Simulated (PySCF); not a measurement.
A run for PySCF: R-M06-2X/def2-TZVPPD on CH6FN (a complex).

```python
from pyscf import gto, dft

mol = gto.M(
    atom='''
    N     0.00140146   -0.17523242    0.29841784
    H     0.23762390   -0.88215015   -0.38847313
    H    -0.14930473    0.69280266   -0.20278622
    H     0.81220576   -0.04631168    0.89496808
    C     0.14806497   -0.53988370    3.63728826
    F     1.38260502   -0.16626270    3.09452882
    H    -0.15384867    0.22191482    4.35657146
    H    -0.57097306   -0.61300334    2.82247127
    H     0.27067049   -1.50192841    4.13562151
    ''',
    basis='def2-tzvppd',
    charge=0, spin=0, verbose=4, max_memory=1800)
mf = dft.RKS(mol, xc='m062x').density_fit(auxbasis='def2-universal-jkfit')
mf.grids.level = 4
mf.conv_tol = 1e-9
mf.max_cycle = 150
mf.kernel()
mf.dip_moment()
```

The log:

```
PySCF version 2.14.0

[INPUT] verbose = 4
[INPUT] num. atoms = 9
[INPUT] num. electrons = 28
[INPUT] charge = 0
[INPUT] spin (= nelec alpha-beta = 2S) = 0
[INPUT] symmetry False subgroup None
[INPUT] Mole.unit = angstrom
[INPUT] Symbol           X                Y                Z      unit          X                Y                Z       unit  Magmom
[INPUT]  1 N      0.001401460000  -0.175232420000   0.298417840000 AA    0.002648375575  -0.331141281945   0.563927988284 Bohr   0.0
[INPUT]  2 H      0.237623900000  -0.882150150000  -0.388473130000 AA    0.449044091651  -1.667022184244  -0.734107822453 Bohr   0.0
[INPUT]  3 H     -0.149304730000   0.692802660000  -0.202786220000 AA   -0.282145048802   1.309207285770  -0.383210417636 Bohr   0.0
[INPUT]  4 H      0.812205760000  -0.046311680000   0.894968080000 AA    1.534846443194  -0.087516391568   1.691244561428 Bohr   0.0
[INPUT]  5 C      0.148064970000  -0.539883700000   3.637288260000 AA    0.279802241942  -1.020232332117   6.873478647496 Bohr   0.0
[INPUT]  6 F      1.382605020000  -0.166262700000   3.094528820000 AA    2.612744826249  -0.314190967731   5.847811954373 Bohr   0.0
[INPUT]  7 H     -0.153848670000   0.221914820000   4.356571460000 AA   -0.290731850929   0.419358232782   8.232726901497 Bohr   0.0
[INPUT]  8 H     -0.570973060000  -0.613003340000   2.822471270000 AA   -1.078982707905  -1.158408426044   5.333697694753 Bohr   0.0
[INPUT]  9 H      0.270670490000  -1.501928410000   4.135621510000 AA    0.511493096102  -2.838233353603   7.815192008760 Bohr   0.0

nuclear repulsion = 78.1612345215386
number of shells = 82
number of NR pGTOs = 273
number of NR cGTOs = 216
basis = def2-tzvppd
ecp = {}


******** <class 'pyscf.df.df_jk.DFRKS'> ********
method = DFRKS
initial guess = minao
damping factor = 0
level_shift factor = 0
DIIS = <class 'pyscf.scf.diis.CDIIS'>
diis_start_cycle = 1
diis_space = 8
diis_damp = 0
SCF conv_tol = 1e-09
SCF conv_tol_grad = None
SCF max_cycles = 150
direct_scf = False
XC library pyscf.dft.libxc version 7.1.2
    S. Lehtola, C. Steigemann, M. J. T. Oliveira, and M. A. L. Marques,  SoftwareX 7, 1–5 (2018)
XC functionals = m062x
    Y. Zhao and D. G. Truhlar,  Theor. Chem. Acc. 120, 215 (2008)
    Y. Zhao and D. G. Truhlar,  Theor. Chem. Acc. 120, 215 (2008)
radial grids:
    Treutler-Ahlrichs [JCP 102, 346 (1995); DOI:10.1063/1.469408] (M4) radial grids

becke partition: Becke, JCP 88, 2547 (1988); DOI:10.1063/1.454033
pruning grids: <function nwchem_prune>
grids dens level: 4
symmetrized grids: False
atomic radii adjust function: <function treutler_atomic_radii_adjust>
small_rho_cutoff = 0
Set gradient conv threshold to 3.16228e-05
Initial guess from minao.
tot grids = 179568
******** <class 'pyscf.df.df.DF'> ********
auxbasis = def2-universal-jkfit
init E= -196.166639941497
  HOMO = -0.332502321851024  LUMO = -0.00552801650369261  gap/eV = 8.89742
cycle= 1 E= -196.254255074513  delta_E= -0.0876  |g|=  0.5  |ddm|= 1.79
  HOMO = -0.271384779550672  LUMO = 0.0199196444194034  gap/eV = 7.92680
cycle= 2 E= -196.24960047967  delta_E= 0.00465  |g|= 0.579  |ddm|= 0.745
  HOMO = -0.333839861840946  LUMO = 0.0178131326556044  gap/eV = 9.56897
cycle= 3 E= -196.302004927353  delta_E= -0.0524  |g|= 0.0362  |ddm|= 0.351
  HOMO = -0.339676586392564  LUMO = 0.0177056215167378  gap/eV = 9.72487
cycle= 4 E= -196.302166438487  delta_E= -0.000162  |g|= 0.0174  |ddm|= 0.0337
  HOMO = -0.336162063956291  LUMO = 0.0178345002408038  gap/eV = 9.63274
cycle= 5 E= -196.30221414235  delta_E= -4.77e-05  |g|= 0.0062  |ddm|= 0.0193
  HOMO = -0.33716773040188  LUMO = 0.0177724363396962  gap/eV = 9.65841
cycle= 6 E= -196.302221459602  delta_E= -7.32e-06  |g|= 0.000539  |ddm|= 0.0044
  HOMO = -0.337113183199218  LUMO = 0.0177794736297099  gap/eV = 9.65712
cycle= 7 E= -196.302221556841  delta_E= -9.72e-08  |g|= 0.000193  |ddm|= 0.00129
  HOMO = -0.33712193999343  LUMO = 0.017776236293453  gap/eV = 9.65727
cycle= 8 E= -196.30222156644  delta_E= -9.6e-09  |g|= 5.75e-05  |ddm|= 0.000239
  HOMO = -0.337122167325887  LUMO = 0.0177768286968731  gap/eV = 9.65729
cycle= 9 E= -196.302221567429  delta_E= -9.89e-10  |g|= 8.89e-06  |ddm|= 8.04e-05
  HOMO = -0.337123244370002  LUMO = 0.0177766912174144  gap/eV = 9.65732
Extra cycle  E= -196.302221567452  delta_E= -2.35e-11  |g|= 4.58e-06  |ddm|= 2.3e-05
converged SCF energy = -196.302221567452
Dipole moment(X, Y, Z, Debye): -0.50695, -0.12238, -0.08855
```

The calculation finished and met its thresholds.

Cost: about 40 core-seconds (a rough figure).
